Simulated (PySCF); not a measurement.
These are PBE-D3(BJ)/def2-TZVP // CAM-B3LYP-D3(BJ)/def2-TZVP run with PySCF 2.14.0 values and carry that method's errors. Gas-phase values, no solvent. 

Reference species (SMILES): `[Cl][Ge]([Cl])([Cl])[Cl]` (neutral, multiplicity 1).

```json
{
 "HOMO": "-8.20 eV",
 "LUMO": "-3.21 eV",
 "HOMO–LUMO gap": "4.99 eV"
}
```

Changed species: `[Cl][GeH2][Cl]` (2 of 4 Cl replaced by H; the reference has 0 of 4 Cl replaced by H).

**Question.** What does the change do to the HOMO, LUMO and HOMO–LUMO gap?

**Answer.** the HOMO increases by 0.57 eV, to -7.63 eV; the LUMO rises by 1.54 eV, to -1.67 eV; the HOMO–LUMO gap goes up by 0.97 eV, to 5.96 eV.
